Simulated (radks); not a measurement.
The numbers below are computed, except where a source is named.
Problem. Lu+, 70 electrons, occupied as [Xe] 4f14 5d2 (not the ground configuration). Level of theory: Dirac Kohn-Sham, PBEsol, spin-unpolarised, spherical densities, finite nucleus; open shells fill j = l - 1/2 first; Fermi nuclear charge, rms radius 5.37 fm (a radial shooting solver on a logarithmic mesh with Libxc functionals).

Spin-orbit splittings of the eigenvalues, e(l+1/2) - e(l-1/2), with zeta = 2 splitting/(2l+1) and mean radii in bohr:

shell  occ.  splitting (eV)  zeta (eV)  <r> j=l-1/2  <r> j=l+1/2
2p        6               ?          ?      0.06742      0.07503
3p        6           238.2      158.8       0.2021       0.2163
3d       10           52.02      20.81       0.1899       0.1943
4p        6           54.28      36.19       0.4850       0.5178
4d       10           9.913      3.965       0.5409       0.5525
4f       14           1.522     0.4350       0.7178       0.7345
5p        6           6.828      4.552        1.321        1.438
5d        2          0.3505     0.1402        2.588        2.696

Estimate the 2p splitting.

Solution. 1117 eV (zeta = 744.6 eV).
